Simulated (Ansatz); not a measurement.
A nudged elastic band was laid between two geometries of CH2BOSi (6 atoms, charge -1, multiplicity 1).

Theory: Ansatz, RKS BLYP-D4/def2-SVP.

```yaml
movable_images: 9
climbing_image: yes
spring: 5.0 eV/Å²
optimiser: quadratic models (default)
start_path: through a guess of the saddle point
force_threshold: 0.05 eV/Å
iteration_limit: 58
end_points: relaxed
```

Initial state:

```xyz
6
Properties=species:S:1:pos:R:3
O -1.128 -2.456 0.101
Si -0.608 -0.967 0.018
C 0.841 0.081 0.106
B -0.377 0.930 -0.148
H 1.924 0.298 0.231
H -0.652 2.114 -0.308
```

Final state:

```xyz
6
Properties=species:S:1:pos:R:3
O -1.131 -1.963 0.050
Si -0.720 -0.446 -0.052
C 0.875 0.349 0.083
B 1.049 1.803 -0.044
H 1.758 -0.295 0.270
H -1.832 0.553 -0.307
```

(1) What changes between the two ends?

(2) What energy profile does the band end with?

(3) What is the geometry of the highest image?

(4) What are the harmonic wavenumbers there?

## Answers

(1) Bonds broken: Si2–B4, B4–H6. Bonds formed: Si2–H6.

(2) It converged. The highest image is number 5 of 0 to 10, 44.1 kcal/mol above the first end and 17.5 kcal/mol above the last; the last end lies 26.6 kcal/mol above the first. A vibrational analysis at the climbing image gives one clearly imaginary mode, 576i cm⁻¹: a first-order saddle point. The orbitals stay closed-shell, which can raise the energy where a bond breaks towards radicals; this wasn't checked here. Limits of this set-up: an anion without diffuse functions, the dipole of an ion depends on the origin.

```csv
image,path coordinate (Å),energy (kcal/mol),Si2–B4 (Å),B4–H6 (Å),Si2–H6 (Å)
0,0.00,0.0,1.92,1.23,3.10
1,0.31,3.1,1.89,1.21,2.96
2,0.62,13.6,1.90,1.19,2.73
3,0.93,30.3,2.00,1.18,2.47
4,1.24,41.2,2.14,1.22,2.22
5,1.55,44.1,2.22,1.32,1.94
6,1.88,42.2,2.30,1.57,1.67
7,2.20,37.2,2.44,2.00,1.55
8,2.52,31.4,2.57,2.41,1.51
9,2.84,27.8,2.71,2.79,1.51
10,3.16,26.6,2.86,3.15,1.52
```

(3) 
```xyz
6
Properties=species:S:1:pos:R:3:forces:R:3
O -1.329 -2.091 0.035 0.00 0.01 0.00
Si -0.597 -0.686 -0.010 0.04 0.01 0.00
C 0.933 0.139 0.113 -0.01 -0.01 0.00
B 0.125 1.413 -0.129 0.01 -0.04 0.00
H 2.022 0.077 0.267 0.00 0.01 0.00
H -1.155 1.148 -0.277 -0.03 0.02 0.00
```

(4) 576i, 195, 239, 484, 550, 772, 854, 944, 1090, 1146, 2029, 3052 cm⁻¹.

Run time: 99 s on 1 thread of Arm Neoverse V2, with other jobs on the host, peak memory 0.12 GiB.
